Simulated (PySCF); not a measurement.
Compound: C4H7NO2Si.
Bonds: N1–C2 (triple), C2–Si3, Si3–O4, O4–C5, C5–C6, C6–C7, C7–O8, Si3–O8. Hydrogens: H9 on Si3; H10, H11 on C5; H12, H13 on C6; H14, H15 on C7.

The same species was optimised twice, with GFN2-xTB and with PBE0-D3(BJ)/def2-SVP (PySCF), and the same property calculations (PySCF, gas phase) were run on both structures.

```tsv
coordinate	GFN2-xTB	PBE0-D3(BJ)/def2-SVP	change
Si3–O4 (Å)	1.627	1.648	+0.021
Si3–O8 (Å)	1.627	1.647	+0.020
N1≡C2 (Å)	1.144	1.160	+0.016
C7–O8 (Å)	1.405	1.419	+0.014
O4–C5 (Å)	1.405	1.418	+0.013
C6–C7 (Å)	1.525	1.522	-0.003
C2–Si3 (Å)	1.864	1.867	+0.003
C5–C6 (Å)	1.525	1.523	-0.002
C5–C6–C7 (°)	110.9	113.1	+2.2
N1–C2–Si3 (°)	177.0	179.1	+2.1
O4–Si3–O8 (°)	109.0	107.8	-1.2
C2–Si3–O8 (°)	107.4	108.6	+1.2
C2–Si3–O4 (°)	107.4	108.2	+0.8
O4–C5–C6 (°)	112.2	112.8	+0.6
C6–C7–O8 (°)	112.2	112.7	+0.5
Si3–O8–C7 (°)	121.5	121.6	+0.1
```

Rotational constants: A = 3303, B = 1283, C = 1113 MHz (GFN2-xTB) against A = 2700, B = 1393, C = 1287 MHz (PBE0-D3(BJ)/def2-SVP). Some torsions differ by more than 30° (C2–Si3–O4–C5 -133° against -95°; C2–Si3–O8–C7 133° against 95°), so the changes below aren't those of bond lengths and angles alone. Point groups within 0.08 Å: Cs and Cs.

On the GFN2-xTB structure: isotropic polarisability (au) 76.4 [B3LYP/def2-SVPD]; HOMO (eV) -8.42 [B3LYP/def2-SVPD]; LUMO (eV) -0.88 [B3LYP/def2-SVPD]; dipole (D) 5.35 [B3LYP/def2-SVPD]; HOMO (eV) -8.62 [PBE0/pcSseg-1]; LUMO (eV) -0.53 [PBE0/pcSseg-1]; dipole (D) 5.44 [PBE0/pcSseg-1]; GIAO shielding of N1 (ppm) -83.4 [PBE0/pcSseg-1]; GIAO shielding of C2 (ppm) 62.3 [PBE0/pcSseg-1]; GIAO shielding of Si3 (ppm) 409.7 [PBE0/pcSseg-1]; GIAO shielding of O4/O8 (mean) (ppm) 292.5 [PBE0/pcSseg-1]; GIAO shielding of C5/C7 (mean) (ppm) 119.2 [PBE0/pcSseg-1]; GIAO shielding of C6 (ppm) 151.0 [PBE0/pcSseg-1].

What do these properties become on the PBE0-D3(BJ)/def2-SVP structure?

```tsv
property	level	on GFN2-xTB	on PBE0-D3(BJ)/def2-SVP	change
isotropic polarisability (au)	B3LYP/def2-SVPD	76.4	77.4	+1.0
HOMO (eV)	B3LYP/def2-SVPD	-8.42	-8.40	+0.02
LUMO (eV)	B3LYP/def2-SVPD	-0.88	-0.95	-0.07
dipole (D)	B3LYP/def2-SVPD	5.35	4.49	-0.86
energy, GFN2-xTB geometry as zero (kcal/mol)	B3LYP/def2-SVPD	0.0	-2.6	-2.6
HOMO (eV)	PBE0/pcSseg-1	-8.62	-8.60	+0.02
LUMO (eV)	PBE0/pcSseg-1	-0.53	-0.60	-0.07
dipole (D)	PBE0/pcSseg-1	5.44	4.61	-0.83
energy, GFN2-xTB geometry as zero (kcal/mol)	PBE0/pcSseg-1	0.0	-1.7	-1.7
GIAO shielding of N1 (ppm)	PBE0/pcSseg-1	-83.4	-92.4	-9.0
GIAO shielding of C2 (ppm)	PBE0/pcSseg-1	62.3	56.7	-5.6
GIAO shielding of Si3 (ppm)	PBE0/pcSseg-1	409.7	413.9	+4.2
GIAO shielding of O4/O8 (mean) (ppm)	PBE0/pcSseg-1	292.5	283.9	-8.6
GIAO shielding of C5/C7 (mean) (ppm)	PBE0/pcSseg-1	119.2	116.9	-2.3
GIAO shielding of C6 (ppm)	PBE0/pcSseg-1	151.0	151.5	+0.5
```

The heavy atoms differ by 0.310 Å rms after alignment. Among bonds between heavy atoms Si3–O4 and Si3–O8 change most and about equally (+0.020 to +0.021 Å). Changes are differences of the printed values. Neither structure is proved a minimum here.
